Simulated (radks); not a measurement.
Results of a calculation; reference values are marked as such.
All-electron atom: Mn18+ in [He] 2s2 2p3 (the NIST ground configuration). Level of theory: scalar-relativistic Kohn-Sham, LDA (Slater exchange, VWN5 correlation), spin-polarised, spherical densities, finite nucleus; open shells are filled with parallel spins first; Fermi nuclear charge, rms radius 3.7057 fm (a radial shooting solver on a logarithmic mesh with Libxc functionals).

Normalised radial functions P(r) = r R(r), r in bohr:

r	2s up	2p up
0.003613	0.2742	0.0073
0.004378	0.3247	0.0104
0.005305	0.3829	0.0149
0.006428	0.4491	0.0214
0.007788	0.5233	0.0306
0.009513	0.6085	0.0442
0.01153	0.6961	0.0629
0.01397	0.7865	0.0890
0.01692	0.8747	0.1253
0.0205	0.9534	0.1751
0.02484	1.0123	0.2426
0.03035	1.0382	0.3371
0.03677	1.0118	0.4561
0.04455	0.9165	0.6078
0.05398	0.7344	0.7949
0.06541	0.4521	1.0164
0.07989	0.0492	1.2760
0.0968	-0.4258	1.5357
0.1173	-0.9465	1.7776
0.1421	-1.4469	1.9637
0.1722	-1.8427	2.0514
0.2103	-2.0544	1.9989
0.2548	-2.0119	1.7958
0.3088	-1.7366	1.4643
0.3741	-1.3046	1.0625
0.4533	-0.8361	0.6696
0.5537	-0.4315	0.3451
0.6709	-0.1824	0.1479
0.8129	-0.0592	0.0493

2s up: eigenvalue -1475.4 eV, 1 radial node at r = 0.0816 bohr, <r> = 0.263 bohr, 90 % of the charge inside 0.403 bohr. 2p up: eigenvalue -1390.5 eV, 0 radial nodes, <r> = 0.227 bohr, 90 % of the charge inside 0.368 bohr.
